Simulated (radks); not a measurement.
Species: La II. Configuration: [Xe] 5d2.

Method: Dirac Kohn-Sham, PBE, spin-unpolarised, spherical densities, finite nucleus; open shells fill j = l - 1/2 first; Fermi nuclear charge, rms radius 4.855 fm; computed with a radial shooting solver on a logarithmic mesh with Libxc functionals.

Energy parts (hartree):
part                       energy
total                  -8496.9185
kinetic                 9092.2753
electron-nucleus      -20664.0211
Hartree                 3278.6788
exchange-correlation    -203.8515

Orbitals (lengths in bohr, moments of r in powers of bohr):
orbital  occ.  eigenvalue (hartree)   <1/r>  small-component weight
1s1/2       2             -1422.904   62.01                4.44e-02
2s1/2       2             -226.5337   14.59                9.62e-03
2p1/2       2             -213.6599   14.57                9.65e-03
2p3/2       4             -198.4779   13.25                9.09e-03
3s1/2       2             -48.55728   5.254                2.93e-03
3p1/2       2             -43.12805   5.166                2.87e-03
3p3/2       4             -40.16911   4.837                2.71e-03
3d3/2       4             -30.65731   4.700                2.59e-03
3d5/2       6             -30.02431   4.616                2.55e-03
4s1/2       2              -9.91179   2.171                8.95e-04
4p1/2       2              -7.91377   2.067                8.30e-04
4p3/2       4              -7.28438   1.960                7.81e-04
4d3/2       4              -4.00844   1.741                6.40e-04
4d5/2       6              -3.89916   1.715                6.27e-04
5s1/2       2              -1.56394  0.8494                1.97e-04
5p1/2       2              -1.02643  0.7471                1.56e-04
5p3/2       4              -0.93597  0.7089                1.43e-04
5d3/2       2              -0.26539  0.4537                6.04e-05
5d5/2       0              -0.25837  0.4450                5.82e-05

The highest occupied level is 5d3/2 at -7.222 eV. The electron density at the nucleus is 3.517e+05 e/bohr^3.
